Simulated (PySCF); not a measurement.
This PySCF input asks for the NMR shieldings of `S(C)CS[SiH2]SC`, C3H10S3Si; the geometry comes from GFN2-xTB.

```python
import basis_set_exchange as bse
import numpy as np
from pyscf import gto, dft
from pyscf.prop import nmr

atoms = """
C    -3.146822    0.650271   -0.060744
S    -2.025893    0.891693   -1.464770
C    -1.040592   -0.614206   -1.299259
S    -0.034295   -0.699228    0.214430
Si    0.841858    1.262892    0.098248
S     2.451531    1.377715    1.495202
C     3.337353   -0.183313    1.178316
H    -3.737448    1.555179    0.031239
H    -2.557587    0.489625    0.838507
H    -3.790848   -0.202705   -0.256005
H    -1.697740   -1.480987   -1.284618
H    -0.384648   -0.651129   -2.165745
H     1.322967    1.413574   -1.268988
H    -0.088036    2.279400    0.545527
H     4.139765   -0.236141    1.906104
H     3.747175   -0.172980    0.173355
H     2.656263   -1.018168    1.309291
"""
names = dict.fromkeys(["C", "S", "Si", "H"], "pcSseg-1")
basis = {el: gto.basis.parse(bse.get_basis(n, elements=[el], fmt="nwchem")) for el, n in names.items()}
mol = gto.M(atom=atoms, basis=basis, charge=0, verbose=0)
mf = dft.RKS(mol, xc="PBE0")
mf.grids.level = 2
mf.grids.alignment = dft.numint.BLKSIZE   # the property module wants whole blocks of grid points
mf.conv_tol = 1e-9
mf.kernel()

calc = nmr.RKS(mf)   # GIAO
C = mf.mo_coeff
Co = C[:, mf.mo_occ > 0]
resp = mf.gen_response(singlet=True, hermi=2)
def vind(x):   # induced exchange potential for any number of trial vectors
    d = np.einsum("pi,xij,qj->xpq", C, 2 * x.reshape(-1, C.shape[1], Co.shape[1]), Co, optimize=True)
    return np.einsum("xpq,pi,qj->xij", resp(d - d.transpose(0, 2, 1)), C, Co, optimize=True).ravel()
mo1, _ = nmr.rhf.solve_mo1(calc, with_cphf=vind)
sigma = calc.kernel(mo1)
for i, s in enumerate(sigma):   # ppm
    print("%2d %-2s %9.2f" % (i, mol.atom_pure_symbol(i), np.trace(s) / 3))
```

Question: What are the results?

Answer: 
```
 0 C     169.97
 1 S     511.27
 2 C     144.19
 3 S     656.33
 4 Si    362.63
 5 S     702.96
 6 C     171.71
 7 H      29.86
 8 H      28.67
 9 H      29.83
10 H      28.27
11 H      27.86
12 H      26.26
13 H      26.38
14 H      29.72
15 H      29.64
16 H      29.41
```

These numbers come from an equivalent density-fitted implementation of the same equations, which agrees with the script to about 0.01 ppm for H and up to a few tenths of a ppm for heavy atoms, so last digits may differ.

Question: Turn these shieldings into chemical shifts. δ = σ(ref) − σ, references computed at the same level: TMS for ¹³C (σref 186.93) and ²⁹Si (σref 349.16) and ¹H (σref 31.72); CS2 for ³³S (σref 503.73).

Answer: Averaging equivalent atoms: C 2: 42.7; C 0: 17.0; C 6: 15.2; S 1: -8; S 3: -153; S 5: -199; Si 4: -13.5; H 12/13: 5.40; H 10/11: 3.65; H 7/8/9: 2.26; H 14/15/16: 2.13 ppm. 

Size and cost of the density-fitted run: 197 basis functions, 61 s wall time on 1 thread of an Arm Neoverse N1, shared host; peak memory 0.82 GiB.
